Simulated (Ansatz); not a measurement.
Isolated molecules relaxed with PBE0-D4/def2-TZVP in Ansatz; ΔE leaves out vibrations. CCSD(T)/CBS adds triple-zeta CCSD(T) − MP2 to the extrapolated MP2 energy (def2 sets, frozen cores). For Ga outer-core shells are correlated without core-valence functions, which leaves a few kJ/mol of doubt a bond. Scalar relativity is left out up to krypton. One conformer a species, not always the lowest.

Consider the formal exchange of groups at the Si–O bond: `[OH][Ga]([Cl])[O][SiH3]` + `C=C(F)S` → `F/C(S)=C\[SiH3]` + `[OH][Ga]([OH])[Cl]`.

```tsv
species	HF/CBS(def2) energy (Eh)
`[OH][Ga]([Cl])[O][SiH3]`	-2824.08454
`C=C(F)S`	-574.52298
`F/C(S)=C\[SiH3]`	-864.64509
`[OH][Ga]([OH])[Cl]`	-2533.91942
```

Problem. Work out ΔE.

Solution. ΔE = (-864.64509) + (-2533.91942) − (-2824.08454) − (-574.52298) = 0.04301 Eh = +112.9 kJ/mol. CCSD(T)/CBS gives +87.3 kJ/mol.

Largest T1 diagnostic among the species: 0.013.

From PBE to PBE0 (25 % exact exchange), in def2-TZVPP and without D4, ΔE moves by +7.6 kJ/mol. In def2-TZVPP, CCSD(T) changes the Hartree–Fock value by −22.8 kJ/mol (the triples alone add −3.9 kJ/mol) and MP2 by −23.8 kJ/mol.
